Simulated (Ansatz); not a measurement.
A nudged elastic band was laid between two geometries of Cl2FH3Si2 + H2 (10 atoms, charge 0, multiplicity 1).

These are results of RKS B3LYP-D4/def2-SVP in Ansatz, not measurements.

* movable images: 5
* climbing image: yes
* spring: 5.0 eV/Å²
* optimiser: quadratic models (default)
* start path: through a guess of the saddle point
* force threshold: 0.05 eV/Å
* iteration limit: 60
* end points: relaxed

Image 0:

```xyz
10
Properties=species:S:1:pos:R:3
Si -0.320 -0.335 0.098
Si -0.286 -0.315 2.435
H -1.666 -0.568 2.936
H 0.642 -1.376 2.916
H 0.186 1.025 2.876
Cl 1.577 -0.084 -0.686
Cl -1.561 1.137 -0.643
F -0.873 -1.754 -0.460
H 2.138 2.380 0.935
H 2.153 2.942 1.449
```

Image 6:

```xyz
10
Properties=species:S:1:pos:R:3
Si 0.662 0.316 -0.747
Si -0.182 0.295 3.201
H -1.437 -0.427 2.854
H 0.978 -0.638 3.167
H -0.303 0.875 4.570
Cl 1.009 -0.574 -2.560
Cl -0.817 1.721 -0.926
F 0.140 -0.829 0.271
H 1.899 0.905 -0.208
H 0.041 1.407 2.232
```

Task: What changes between the two ends?

Result: Bonds broken: Si1–Si2, H9–H10. Bonds formed: Si1–H9, Si2–H10. Cl2FH3Si2 + H2 becomes Cl2FHSi + H4Si.

Task: Give the energies along the band, and the barrier.

Result: The forces met the threshold. The highest image is number 3 of 0 to 6, 64.3 kcal/mol above the first end and 71.4 kcal/mol above the last; the last end lies 7.0 kcal/mol below the first. Neighbouring images differ by up to 2.6 eV, so the band resolves the path poorly. A vibrational analysis at the climbing image gives one clearly imaginary mode, 1420i cm⁻¹: a first-order saddle point. The orbitals stay closed-shell, which can raise the energy where a bond breaks towards radicals; this wasn't checked here.

```
image  path coordinate (Å)  energy (kcal/mol)  Si1–Si2 (Å)  H9–H10 (Å)  Si1–H9 (Å)
    0                 0.00                0.0         2.34        0.76        3.76
    1                 1.24                0.3         2.34        0.76        3.32
    2                 2.47                8.7         2.36        0.76        2.57
    3                 3.71               64.3         2.61        1.14        1.67
    4                 5.22                3.6         3.49        1.79        1.47
    5                 6.74               -6.7         4.10        2.67        1.47
    6                 8.26               -7.0         4.04        3.11        1.47
```

Task: What is the geometry of the highest image?

Result: 
```xyz
10
Properties=species:S:1:pos:R:3
Si 0.239 0.362 0.046
Si 0.028 -0.004 2.622
H -1.441 -0.165 2.778
H 0.769 -1.279 2.802
H 0.535 1.022 3.584
Cl 1.989 -0.220 -0.879
Cl -1.253 1.415 -0.912
F -0.502 -1.107 0.120
H 0.970 1.817 0.392
H 0.655 1.212 1.302
```

Run time: 3.5 min on 4 threads of Arm Neoverse V1 (shared host), peak memory 0.28 GiB.
